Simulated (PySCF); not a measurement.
A side-by-side comparison of computed properties.

First species: C₈H₁₁P.
SMILES: `Cc1ccpc(C)c1C`

Second species: cycloheptatriene, C7H8.
InChI=1S/C7H8/c1-2-4-6-7-5-3-1/h1-6H,7H2

Levels: B3LYP/def2-SVPD for dipole moment, HOMO energy, LUMO energy, HOMO–LUMO gap, static isotropic polarisability and electronic spatial extent ⟨r²⟩ about the centre of nuclear charge; TDDFT B3LYP/def2-SVPD for lowest singlet excitation; TDA B3LYP/def2-SVPD for lowest triplet excitation (Tamm–Dancoff); ΔSCF B3LYP/def2-SVPD for vertical ionisation energy; PBE0-D3(BJ)/def2-SVP for rotational constant A and rotational constant C. Geometries: PBE0-D3(BJ)/def2-SVP. All species are isolated and taken at one optimised geometry, non-relativistic unless stated. Electronic properties by PySCF.

```csv
property,column X,column Y
dipole moment,0.33 D,2.29 D
HOMO energy,-6.22 eV,-6.39 eV
LUMO energy,-1.24 eV,-1.32 eV
HOMO–LUMO gap,4.98 eV,5.07 eV
lowest singlet excitation,4.49 eV,4.53 eV
lowest triplet excitation (Tamm–Dancoff),2.99 eV,3.16 eV
static isotropic polarisability,82.7 au,122.1 au
vertical ionisation energy,8.26 eV,8.27 eV
electronic spatial extent ⟨r²⟩ about the centre of nuclear charge,652 bohr²,1438 bohr²
rotational constant A,3.705 GHz,1.868 GHz
rotational constant C,2.036 GHz,0.819 GHz
```

Task: Which column belongs to which species?

Result: Column X is the second species and column Y the first. The first has 20 atoms and 74 electrons, the second 15 and 50.

Task: How does each property change from the first species to the second?

Result: dipole moment -1.96 D; HOMO energy +0.17 eV; LUMO energy +0.08 eV; HOMO–LUMO gap -0.09 eV; lowest singlet excitation -0.04 eV; lowest triplet excitation (Tamm–Dancoff) -0.17 eV; static isotropic polarisability -39.4 au; vertical ionisation energy -0.01 eV; electronic spatial extent ⟨r²⟩ about the centre of nuclear charge -786 bohr²; rotational constant A +1.837 GHz; rotational constant C +1.217 GHz.

On the first: The vertical singlet–triplet gap S1 − T1 is 1.37 eV (TDDFT singlet less Tamm–Dancoff triplet; S1: HOMO−1→LUMO, weight 0.47, beside HOMO→LUMO+1, weight 0.47; T1: HOMO→LUMO, weight 0.92). The 10 singlets span 4.53 to 6.43 eV, and their oscillator strengths add up to 0.96.

On the second: The ΔSCF ionisation energy exceeds −ε(HOMO) by 2.04 eV with B3LYP. No computed singlet falls in the visible range (750 to 380 nm, 1.65 to 3.26 eV); S1 lies 1.23 eV above its blue end.
